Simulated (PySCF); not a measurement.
C$_{3}$H$_{3}$ (SMILES C1=C[CH-]1), charge -1, singlet, at a GFN2-xTB geometry (in this run its highest filled SCF level lies above zero, so its values depend strongly on the basis, on diffuse functions most of all). Base run: PBE0/3-21G (PySCF).

Here is a job for PySCF.
```python
from pyscf import gto, scf, dft

mol = gto.Mole()
mol.atom = '''
    C     0.12759886    0.00235050    0.97980862
    C     0.04914638   -0.65013550   -0.42875685
    C     0.03020025    0.65085982   -0.42941053
    H    -1.00514422   -0.01391574    1.43690629
    H    -0.09632726   -1.50864710   -1.08261999
    H    -0.14020148    1.50411391   -1.08413373
'''
mol.basis = '3-21g'
mol.charge = -1
mol.verbose = 3
mol.build()

mf = dft.RKS(mol)
mf.xc = 'pbe0'
mf.kernel()
mo_i, mo_e, stable_i, stable_e = mf.stability(internal=True, external=True, return_status=True, nroots=6, tol=1e-6)
print('internally stable:', stable_i, ' externally stable:', stable_e)
if not stable_e:
    umf = mf.to_uhf() if not hasattr(mf, 'xc') else mf.to_uks()
    umf.scf_summary = {}
    umf.kernel(umf.make_rdm1(mo_e, umf.mo_occ))
```

The bond that is stretched is that between atoms 4 and 1. A test that says stable can miss a lower solution.

Variants of this job, named by their change:

```csv
change,ΔE vs base (mEh),<S^2>,E after following the instability (Eh),<S^2> there,HOMO-LUMO gap (eV),stability test says
base,0.000,0.000,-,-,3.39,stable
bond × 1.25,19.215,0.000,-,-,3.75,stable
bond × 1.5,41.111,0.000,-,-,3.84,stable
bond × 1.8,61.337,0.000,-,-,3.50,stable
bond × 2.2,78.384,0.000,-115.01373,0.28,2.79,external instability
bond × 3.0,96.902,0.000,-114.99287,0.00,1.55,external instability
```

Where a bond breaks into two radicals, a solution with restricted orbitals usually stops being the lowest and lies too high; an unrestricted one lies lower at the price of spin contamination, which <S^2> shows.
